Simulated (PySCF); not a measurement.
Ti(NEt2)Cl3, C4H10Cl3NTi (singlet state).
Geometry (PBE0-D3(BJ)/def2-SVP, Å), atoms numbered from 1 in this order:
```
atom  x, y, z in Å
Ti1    0.5206    0.6545   -1.7315
N2     0.3406    0.2234    0.0325
C3     0.4113   -1.1172    0.5968
C4     0.7789   -2.2196   -0.3783
C5    -0.0865    1.2443    0.9906
C6    -1.5989    1.3482    1.1136
H7    -0.5672   -1.3499    1.0569
H8     1.1484   -1.0933    1.4218
H9     0.0478   -2.2978   -1.1965
H10    1.7749   -2.0621   -0.8149
H11    0.7878   -3.1825    0.1525
H12    0.3708    1.0011    1.9666
H13    0.3276    2.2168    0.6884
H14   -2.0412    1.6626    0.1561
H15   -2.0533    0.3882    1.4002
H16   -1.8703    2.0929    1.8765
Cl17   2.4916    0.0168   -2.4636
Cl18   0.2762    2.8142   -1.9885
Cl19  -1.1219   -0.3470   -2.7946
```

Theory: TDDFT CAM-B3LYP/def2-SVPD, vertical, gas phase, core orbitals frozen in the response (PySCF 2.14.0, density-fitted response routines).

Kohn–Sham orbitals with the atoms that hold most of them (Löwdin shares over 4%, at most four atoms; ? is withheld):

| orbital | ε (eV) | atoms |
| --- | --- | --- |
| LUMO+2 | -1.36 | Ti1 68%, Cl18 10%, Cl17 7%, Cl19 7% |
| LUMO+1 | -1.69 | Ti1 74%, Cl18 10%, Cl17 6%, Cl19 6% |
| LUMO | ? | ? |
| HOMO | -8.88 | N2 41%, Cl19 11%, Ti1 10%, Cl17 10% |
| HOMO-1 | -10.23 | ? |
| HOMO-2 | -10.59 | Cl18 37%, Cl19 24%, Cl17 19%, Ti1 4% |
| HOMO-3 | -10.80 | Cl17 48%, Cl19 16%, Cl18 14%, Ti1 7% |

**Question.** Which atoms hold the LUMO, and with what shares?

**Answer.** Ti1 (bonded to 3 Cl and N) 79%; Cl18 (bonded to Ti) 6%; Cl17 (bonded to Ti) 5%; Cl19 (bonded to Ti) 4%. By element: titanium 79%, chlorine 15%.

**Question.** Give the leading atoms of the HOMO-1.

**Answer.** Cl19 (bonded to Ti) 38%; Cl17 (bonded to Ti) 34%; Cl18 (bonded to Ti) 25%.

**Question.** What is the LUMO energy, and the HOMO–LUMO gap?

**Answer.** ε(LUMO) = -1.94 eV; the gap is 6.94 eV (0.2549 hartree).

**Question.** How does S1 compare with the orbital gap of 6.94 eV?

**Answer.** S1 is at 2.88 eV (f = 0.0017), 4.06 eV below the gap, made of HOMO→LUMO (95%). 

**Question.** Give energy, strength and leading configuration of S1, S2 and S5, and follow the Löwdin shares of the leading atoms from the occupied to the empty orbital.

**Answer.** 
- S1 (2.88 eV, f 0.0017), HOMO→LUMO (95%): N2 41% → at most 5%, Cl19 11% → 4%, Ti1 10% → 79%, Cl18 at most 10% → 6%; the Löwdin share of titanium is 10% in HOMO and 79% in LUMO (ligand-to-metal charge transfer by this measure)
- S2 (3.40 eV, f 0.0088), HOMO→LUMO+1 (94%): N2 41% → at most 5%, Cl19 11% → 6%, Ti1 10% → 74%, Cl18 at most 10% → 10%; the Löwdin share of titanium is 10% in HOMO and 74% in LUMO+1 (ligand-to-metal charge transfer by this measure)
- S5 (4.65 eV, f 0.012), HOMO-1→LUMO (88%): Cl19 38% → 4%, Cl17 34% → 5%, Ti1 at most 4% → 79%, Cl18 25% → 6%; the Löwdin share of titanium is at most 4% in HOMO-1 and 79% in LUMO (ligand-to-metal charge transfer by this measure)

Löwdin shares depend on the basis, the more so with diffuse functions.
